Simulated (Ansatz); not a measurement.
ClH$_{4}$N$_{2}$Si, SMILES `[NH][SiH](N)Cl` radical, relaxed with UKS PBE-D4/def2-SVP in the Gaussian-basis code of Ansatz from a rough embedded geometry. The force threshold is 0.03 eV/Å; the program also tests the step.

Charge 0, multiplicity 2.

Start:

```xyz
8

N     1.299    0.118   -0.268
Si   -0.401   -0.136   -0.451
N    -0.550   -0.273    1.199
Cl   -1.366    1.481   -1.082
H     1.668    0.290   -1.281
H    -0.714   -1.387   -1.139
H     0.331   -0.769    1.457
H    -0.267    0.677    1.566
```

```json
{"step": "1", "energy (eV)": "-23423.3689", "largest force (eV/Å)": "3.226", "largest move (Å)": "0.000"}
{"step": "2", "energy (eV)": "-23424.2183", "largest force (eV/Å)": "1.282", "largest move (Å)": "0.195"}
{"step": "3", "energy (eV)": "-23424.4591", "largest force (eV/Å)": "0.832", "largest move (Å)": "0.195"}
{"step": "4", "energy (eV)": "-23424.5746", "largest force (eV/Å)": "0.853", "largest move (Å)": "0.200"}
{"step": "5", "energy (eV)": "-23424.5923", "largest force (eV/Å)": "0.716", "largest move (Å)": "0.200"}
{"step": "6 (rejected)", "energy (eV)": "-23424.5906", "largest force (eV/Å)": "0.870", "largest move (Å)": "0.192"}
{"step": "7", "energy (eV)": "-23424.6356", "largest force (eV/Å)": "0.271", "largest move (Å)": "0.096"}
{"step": "8", "energy (eV)": "-23424.6524", "largest force (eV/Å)": "0.202", "largest move (Å)": "0.100"}
{"step": "9", "energy (eV)": "-23424.6573", "largest force (eV/Å)": "0.737", "largest move (Å)": "0.145"}
{"step": "10", "energy (eV)": "-23424.6653", "largest force (eV/Å)": "0.427", "largest move (Å)": "0.179"}
{"step": "11", "energy (eV)": "-23424.6758", "largest force (eV/Å)": "0.149", "largest move (Å)": "0.091"}
{"step": "12", "energy (eV)": "-23424.6806", "largest force (eV/Å)": "0.117", "largest move (Å)": "0.041"}
{"step": "13", "energy (eV)": "-23424.6815", "largest force (eV/Å)": "0.163", "largest move (Å)": "0.064"}
{"step": "14", "energy (eV)": "-23424.6832", "largest force (eV/Å)": "0.072", "largest move (Å)": "0.018"}
{"step": "15", "energy (eV)": "-23424.6836", "largest force (eV/Å)": "0.044", "largest move (Å)": "0.005"}
{"step": "16", "energy (eV)": "-23424.6839", "largest force (eV/Å)": "0.019", "largest move (Å)": "0.018"}
```

End:

```xyz
8

N     1.402   -0.111   -0.953
Si   -0.280   -0.199   -0.518
N    -0.386   -0.116    1.225
Cl   -1.442    1.356   -1.301
H     1.775    0.857   -0.990
H    -0.861   -1.507   -0.936
H    -0.218   -0.974    1.759
H     0.009    0.694    1.713
```

Hardware: 4 threads of an Arm Neoverse V1 on a shared host. Wall time 21 s, peak host memory 0.15 GiB.
